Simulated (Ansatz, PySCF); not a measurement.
This PySCF input computes a BLYP/def2-TZVPD energy:

```python
from pyscf import gto, scf, dft

mol = gto.M(
    atom='''
    C    -0.38439883   -0.12903652   -0.05555439
    O    -0.39962503   -0.10221980    1.12034530
    O     0.64197255    0.18977062   -0.85659836
    H     0.36761280    0.07381259   -1.77664916
    ''',
    basis='def2-tzvpd',
    charge=0,
    spin=1,
    verbose=4,
)

mf = dft.UKS(mol, xc='blyp').density_fit(auxbasis='def2-universal-jkfit')
mf.grids.level = 3
mf.conv_tol = 1e-9
mf.max_cycle = 100
mf.max_memory = 1500
mf.kernel()
if not mf.converged:
    mf = mf.newton()
    mf.kernel(mf.make_rdm1())
for _ in range(2):
    mo, _, stable, _ = mf.stability(return_status=True)
    if stable:
        break
    mf.kernel(mf.make_rdm1(mo, mf.mo_occ))
mf.analyze()
```

Q: Write an input for the same energy in Ansatz (an electronic-structure program) and say what it gives.

A: 
Ansatz 0.2 input:
```yaml
crystal:
  periodic: [false, false, false]
  atoms:
    - {symbol: C, position_ang: [-0.38439883, -0.12903652, -0.05555439]}
    - {symbol: O, position_ang: [-0.39962503, -0.10221980, 1.12034530]}
    - {symbol: O, position_ang: [0.64197255, 0.18977062, -0.85659836]}
    - {symbol: H, position_ang: [0.36761280, 0.07381259, -1.77664916]}
basis:
  gaussian:
    orbitals: def2-TZVPD
hamiltonian:
  xc: {name: BLYP}
magnetization: {spin_polarized: true, initial_magnetization: 1}
output: {forces: true}
```
It gives -189.16306 Eh, and PySCF -189.16310 Eh, a difference of 0.04 mEh, from the treatment of integrals and grids.

It need not be the lowest isomer of its formula.
